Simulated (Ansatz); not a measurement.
Geometry optimisation, RKS r2SCANh-D4/6-31G* in Ansatz 0.2.0.

Input:

```yaml
crystal:
  periodic: [false, false, false]
  atoms:
    - { symbol: C, position_ang: [-1.9652, -2.0604, -0.172] }
    - { symbol: C, position_ang: [-0.9072, -1.2197, 0.4826] }
    - { symbol: C, position_ang: [-0.5298, -0.004, -0.3771] }
    - { symbol: Si, position_ang: [0.913, 1.0714, 0.3403] }
    - { symbol: "N", position_ang: [1.295, 2.3057, -0.7044] }
    - { symbol: "N", position_ang: [2.3423, 0.3267, 0.3906] }
    - { symbol: H, position_ang: [-2.8811, -1.3983, -0.3229] }
    - { symbol: H, position_ang: [-1.6553, -2.3738, -1.1677] }
    - { symbol: H, position_ang: [-2.2838, -2.8573, 0.479] }
    - { symbol: H, position_ang: [-0.0386, -1.8737, 0.6686] }
    - { symbol: H, position_ang: [-1.2559, -0.8903, 1.4946] }
    - { symbol: H, position_ang: [-0.1635, -0.35, -1.3367] }
    - { symbol: H, position_ang: [-1.4334, 0.644, -0.5461] }
    - { symbol: H, position_ang: [0.5076, 1.664, 1.6711] }
    - { symbol: H, position_ang: [0.4667, 2.8275, -0.9539] }
    - { symbol: H, position_ang: [1.8821, 3.0046, -0.1571] }
    - { symbol: H, position_ang: [3.0269, 0.9667, 0.8195] }
    - { symbol: H, position_ang: [2.6427, 0.228, -0.5565] }
basis:
  gaussian: { orbitals: "6-31G*" }
hamiltonian:
  xc: r2scanh
  dispersion: d4
relax:
  f_tol: 0.015
  max_steps: 40
```

Run as:

```bash
$ ansatz run input.yaml --threads 2 --pin off --max-ram 3072MiB --backend cpu --events-out ev --progress --plain --runs-dir out
```

Question: Where does it end, and by what steps?

Answer: The forces met the threshold. After 19 steps the energy has fallen by 1.170 eV; H17 moved furthest, 1.20 Å.

| step | energy less start (eV) | largest force component (eV/Å) | accepted |
| --- | --- | --- | --- |
| 0 | 0.0000 | 4.934 | yes |
| 1 | -0.8404 | 2.299 | yes |
| 2 | -0.9826 | 0.970 | yes |
| 3 | -1.1257 | 0.381 | yes |
| 4 | -1.1387 | 0.295 | yes |
| 5 | -1.1481 | 0.106 | yes |
| 6 | -1.1531 | 0.130 | yes |
| 7 | -1.1420 | 0.839 | no |
| 8 | -1.1554 | 0.098 | yes |
| 9 | -1.1540 | 0.207 | no |
| 10 | -1.1568 | 0.020 | yes |
| 11 | -1.1578 | 0.093 | yes |
| 12 | -1.1590 | 0.139 | yes |
| 13 | -1.1607 | 0.105 | yes |
| 14 | -1.1618 | 0.516 | yes |
| 15 | -1.1504 | 0.626 | no |
| 16 | -1.1695 | 0.149 | yes |
| 17 | -1.1702 | 0.036 | yes |
| 18 | -1.1704 | 0.017 | yes |
| 19 | -1.1705 | 0.004 | yes |

```xyz
18
Properties=species:S:1:pos:R:3
C -1.912 -2.003 -0.130
C -0.789 -1.142 0.440
C -0.527 0.125 -0.381
Si 0.869 1.179 0.314
N 1.062 2.496 -0.785
N 2.419 0.437 0.463
H -2.854 -1.443 -0.164
H -1.680 -2.321 -1.152
H -2.079 -2.903 0.473
H 0.134 -1.735 0.494
H -1.031 -0.865 1.475
H -0.287 -0.148 -1.419
H -1.449 0.724 -0.434
H 0.518 1.507 1.734
H 0.253 2.897 -1.239
H 1.756 3.204 -0.589
H 2.664 -0.068 1.301
H 2.894 0.068 -0.349
```

Whether the end is a true minimum wasn't checked by a vibrational analysis.

Time of the run: 2.3 min on 2 threads of Arm Neoverse V2, with other jobs on the host, peak memory 0.33 GiB.
